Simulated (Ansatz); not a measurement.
Diatomic ZrSe, multiplicity 3 (an upper state: multiplicity 1 came lower at CCSD(T)/def2-TZVPP on PBE0 minima). No spin–orbit coupling. Se is treated without relativity.

The constants come from a fifth-degree fit in 1/R (seven points, main isotopes). In def2 and cc sets the state is the lowest found near the PBE0 minimum, followed along R.

Programs: Ansatz (a program for electronic structure).  In def2 rows elements past Kr take small-core potentials, without spin–orbit coupling.

| level | r_e (Å) | ω_e (cm⁻¹) | B_e (cm⁻¹) | ω_e x_e (cm⁻¹) | dipole (D) |
|---|---|---|---|---|---|
| PBE/def2-TZVPP | 2.335 | 358 | 0.0731 | 0.71 | 4.94 |
| PBE0/def2-TZVPP | 2.319 | 374 | 0.0741 | 0.68 | 5.65 |
| wB97X-V/def2-TZVPP | 2.312 | 387 | 0.0746 | 0.61 | 6.37 |
| CCSD/def2-TZVPP | 2.327 | 379 | 0.0736 | 0.65 | - |
| CCSD(T)/def2-TZVPP | 2.338 | 369 | 0.0729 | 0.56 | - |

Correlated levels freeze the inner cores; with def2 sets outer-core shells near the valence are correlated too.
